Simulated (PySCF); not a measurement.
Ga(Me)(OH)(NH2) (CH6GaNO), SMILES [NH2][Ga]([CH3])[OH].

Coordinates come from a B3LYP-D3(BJ)/def2-SVP optimisation. One conformer was computed; it need not be the lowest.

Two levels are set side by side: TDA-PBE/def2-SVPD (PySCF) and TDA-LC-ωPBE/def2-SVPD (PySCF). Vertical, same geometry. The lowest singlet is HOMO→LUMO 99 % with PBE and HOMO→LUMO 77 % with the other functional; states are paired by order. Differences are taken from unrounded values.

| quantity | TDA-LC-ωPBE |
|---|---|
| lowest singlet excitation (eV) | 6.47 |
| lowest triplet excitation (TDA) (eV) | 5.98 |
| first bright state (f over 0.05) (eV) | 7.48 |
| its oscillator strength | 0.12 |

Task: What does TDA-PBE give, and how far is it from TDA-LC-ωPBE? (The exact figures need the calculation; the answer reports its results.)

Result: 
```csv
quantity,TDA-PBE,TDA-PBE minus TDA-LC-ωPBE
lowest singlet excitation (eV),4.77,-1.70
lowest triplet excitation (TDA) (eV),4.55,-1.42
first bright state (f over 0.05) (eV),6.09,-1.39
its oscillator strength,0.06,-0.06
```

A lower first singlet is the usual sign of a functional without exact exchange. Differences between two approximate levels are no errors against the true value.

Rough cost on one machine, each run with all the roots and properties that it gave: TDA-LC-ωPBE against TDA-PBE about 3 times.
